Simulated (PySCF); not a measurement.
Gas-phase reaction: 4 GeH2 + 3 F2 = 2 GeHF3 + 2 GeH3

Method: PySCF energies (xtb for GFN2) plus ideal-gas RRHO corrections (1 bar). † marks an energy on the PBE0/def2-TZVP geometry and frequencies; other levels use their own. MP2 freezes the core. 6-31G* has spherical d functions here. Open shells (unrestricted): GeH3 (multiplicity 2); the rest are closed-shell singlets. GFN2 has no spin-polarisation term. B3LYP is the form with VWN-RPA correlation. Ge: all electrons, no relativistic terms. GeH2, GeHF3, GeH3: computed as isolated molecules; such fragments, hydroxides, amides, oligomers or adducts are transient or little studied in the gas. MP2 isn't extrapolated to the basis-set limit; its ΔH°(298 K) is -2483.9 kJ in def2-SVP and -2538.8 kJ in def2-TZVPP. The harmonic model lacks anharmonicity and excited electronic states, which grow with temperature; levels with a mode under 35 cm⁻¹ are left out.

| level | ΔE electronic, kJ | ΔH°(298 K), kJ | ΔS°(298 K), J/K | ΔG°(1800 K), kJ |
|---|---|---|---|---|
| B3LYP/6-31G* | -2217 | -2181 | -439 | -1420 |
| GFN2-xTB | -1707 | -1675 | -415 | -966 |
| M06-2X/def2-TZVP† | -2531 | -2495 | -438 | -1736 |
| MP2/def2-TZVPP† | -2575 | -2539 | -438 | -1781 |
| PBE/def2-SVP | -2247 | -2211 | -436 | -1457 |
| PBE0/def2-QZVP† | -2404 | -2368 | -438 | -1610 |
| PBE0/def2-SVP† | -2355 | -2319 | -438 | -1561 |
| LDA/def2-TZVP† | -2431 | -2395 | -438 | -1637 |
ΔH° is lowest at MP2/def2-TZVPP† and highest at GFN2-xTB. No reference value is set beside these.
